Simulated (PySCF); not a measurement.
# Molecular orbitals of SbSe⁺

LDA at R = 2.272 Å; basis Sb cc-pVDZ-PP with ECP28, Se cc-pVDZ-PP with ECP10; scalar-relativistic core potentials; PySCF 2.14. State: ¹Σ⁺ (singlet), closed shell. Only the outer orbitals are listed, counted within each symmetry, core potentials removing the inner ones.

```json
{"orbital": "7σ", "occ.": "2", "ε (eV)": "-24.82", "on Sb (%)": "22", "main shells (%)": "76 Se s, 17 Sb s"}
{"orbital": "8σ", "occ.": "2", "ε (eV)": "-19.70", "on Sb (%)": "73", "main shells (%)": "72 Sb s, 19 Se s"}
{"orbital": "9σ", "occ.": "2", "ε (eV)": "-13.99", "on Sb (%)": "48", "main shells (%)": "50 Se p, 38 Sb p, 8 Sb s"}
{"orbital": "5π", "occ.": "2", "ε (eV)": "-13.41", "on Sb (%)": "35", "main shells (%)": "64 Se p, 33 Sb p"}
{"orbital": "5π", "occ.": "2", "ε (eV)": "-13.41", "on Sb (%)": "35", "main shells (%)": "64 Se p, 33 Sb p"}
{"orbital": "6π", "occ.": "0", "ε (eV)": "-10.48", "on Sb (%)": "66", "main shells (%)": "66 Sb p, 33 Se p"}
{"orbital": "6π", "occ.": "0", "ε (eV)": "-10.48", "on Sb (%)": "66", "main shells (%)": "66 Sb p, 33 Se p"}
{"orbital": "10σ", "occ.": "0", "ε (eV)": "-6.83", "on Sb (%)": "70", "main shells (%)": "63 Sb p, 32 Se p"}
```

**Question.** Which are the highest filled and the lowest empty level, where do they sit, and how wide is the gap?

**Answer.** Highest filled 5π at -13.41 eV (in %: 64 Se p, 33 Sb p); lowest empty 6π at -10.48 eV (in %: 66 Sb p, 33 Se p); the gap at LDA is 2.93 eV.

The bond order (Mayer) is 2.76. The ⟨S²⟩ is 0.000, the charge on Sb (Mulliken, basis-dependent) is 0.77 and the charge on Sb (Löwdin, basis-dependent) is 0.76. The dipole moment (positive dipole points towards Se; it is taken about the centre of mass and depends on that origin) is -1.68 D. The polarisability along the bond is 77.7 bohr³. The polarisability across the bond is 27.5 bohr³.

Spin–orbit coupling is left out.
